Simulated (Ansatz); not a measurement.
`[AlH2][CH2][GaH2]` + `CB(N)F` → `C[B](N)[GaH2]` + `F[CH2][AlH2]` at 298.15 K and 1 bar (redistribution).

Program: Ansatz. Geometries: PBE0-D4/def2-TZVP. ΔE: electronic, gas phase. CBS: MP2 limit from def2 TZ/QZ plus the TZ coupled-cluster correction, frozen cores. For Ga outer-core shells are correlated without core-valence functions, which leaves a few kJ/mol of doubt a bond. Scalar relativity is left out up to krypton. One conformer a species, not always the lowest.

```
            species  CCSD(T)/CBS energy (Eh)  H − E (kJ/mol)  S (J/(mol·K))
`[AlH2][CH2][GaH2]`              -2207.58950           156.6          337.5
           `CB(N)F`               -220.47660           202.3          296.3
    `C[B](N)[GaH2]`              -2045.72929           234.5          349.9
     `F[CH2][AlH2]`               -382.22364           124.9          292.3
```

H − E and S are ideal-gas, rigid-rotor, harmonic terms from PBE0-D4/def2-TZVP, for one conformer and one mirror image of each species. 1 Eh = 2625.50 kJ/mol, R = 8.31446 J/(mol·K).

Q: By hand: ΔE, ΔH, ΔS and ΔG.

A: ΔE = (-2045.72929) + (-382.22364) − (-2207.58950) − (-220.47660) = 0.11317 Eh = 297.1 kJ/mol. Δ(H − E) = 234.5 + 124.9 − 156.6 − 202.3 = 0.5, so ΔH = 297.6 kJ/mol. ΔS = 349.9 + 292.3 − 337.5 − 296.3 = 8.4 J/(mol·K). ΔG = 297.6 − 298.15 × (8.4)/1000 = 295.1 kJ/mol.

Q: By hand: the equilibrium constant, and the temperature at which ΔG would vanish if ΔH and ΔS stayed fixed.

A: log₁₀ K = −ΔG/(RT ln 10) = -51.7. ΔG = 0 at ΔH/ΔS = 35429 K, far beyond where these terms or the molecules hold.

The number of gas molecules stays the same, so ΔS is small and ΔH decides. A doubt of 5 kJ/mol in ΔE shifts log₁₀ K by 0.9 here. Other conformers and mirror images would add mixing entropy, several J/(mol·K) or more a flexible species. These are equilibria of isolated gas molecules and say nothing of rates. Largest T1 diagnostic: 0.013 (customary marks: 0.02 for closed shells, 0.045 for open ones).
